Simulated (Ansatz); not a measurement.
System: CaCl$_{2}$, net charge 0, singlet state. SMILES: [Cl][Ca][Cl]
Structure (B3LYP-D3(BJ)/def2-TZVP (Ansatz, a quantum-chemistry and plane-wave program) minimum search):
```
Ca
Cl 1 2.4696
Cl 1 2.4696 2 180.00
```
Charge 0, spin multiplicity 1.

Wanted: vertical electron affinity (to the doublet state of charge -1; a negative value means that the extra electron is unbound and the number depends on the basis; each state is the SCF solution reached for its spin), in eV. Correlated levels leave the core frozen unless marked. UHF or UKS for open shells. No spin-orbit coupling. The frozen core is the preceding noble-gas configuration, with the filled d and f shells of earlier blocks. The outer core of K, Ca and their heavier congeners is not correlated, a term that matters for these elements. Non-relativistic. Anions need diffuse functions: def2-D sets add few. 

```tsv
level	program	vertical electron affinity (eV)
SVWN5/def2-TZVPD	Ansatz	1.10
PBE/def2-TZVPD	Ansatz	0.93
r2SCAN/def2-TZVPD	Ansatz	0.84
PBE0/def2-TZVPD	Ansatz	0.86
CAM-B3LYP/def2-TZVPD	Ansatz	0.90
CCSD/def2-SVPD	Ansatz	0.63
```
